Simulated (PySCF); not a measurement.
C2H7NO3Si2, SMILES O[Si](O)(C#C[SiH2]N)O, GFN2-xTB optimised geometry.

```
15

Si    -1.59    -3.35    -3.95
O     -0.39    -3.49    -5.04
O     -2.09    -4.84    -3.53
O     -2.84    -2.57    -4.64
C     -0.99    -2.42    -2.45
C     -0.60    -1.82    -1.48
Si    -0.02    -0.85     0.00
N     -0.48     0.81     0.00
H     -0.17    -2.74    -5.58
H     -1.43    -5.51    -3.35
H     -3.70    -2.66    -4.26
H      1.45    -0.85     0.00
H     -0.63    -1.43     1.20
H     -1.45     1.04     0.12
H     -0.06     1.43    -0.68
```

Density from PySCF with CAM-B3LYP/def2-TZVP at that geometry.

Minimum of the electron density along straight lines between bonded atoms, close to the bond critical point (lines longer than 1.1 times the sum of covalent radii, or with two minima, are not listed):

```tsv
bond	length / Å	ρ at the minimum / e bohr⁻³	∇²ρ there / e bohr⁻⁵	position (fraction from the first atom)
Si1–O2	1.626	0.147	0.87	0.41
Si1–O3	1.626	0.147	0.88	0.41
Si1–O4	1.626	0.147	0.87	0.41
Si1–C5	1.860	0.118	___	0.39
C5–C6	1.210	0.429	-1.37	0.50
C6–Si7	1.860	0.115	___	0.61
Si7–N8	1.726	0.133	___	0.40
O2–H9	0.952	0.361	-2.52	0.81
O3–H10	0.952	0.361	-2.51	0.81
O4–H11	0.952	0.361	-2.50	0.81
Si7–H12	1.464	0.128	0.16	0.49
Si7–H13	1.464	0.128	0.16	0.49
N8–H14	1.007	0.337	-1.65	0.74
N8–H15	1.007	0.337	-1.65	0.74
```

Problem. Complete the blanks.

Solution. 
- Si1–C5, ∇²ρ there / e bohr⁻⁵: 0.24
- C6–Si7, ∇²ρ there / e bohr⁻⁵: 0.27
- Si7–N8, ∇²ρ there / e bohr⁻⁵: 0.53
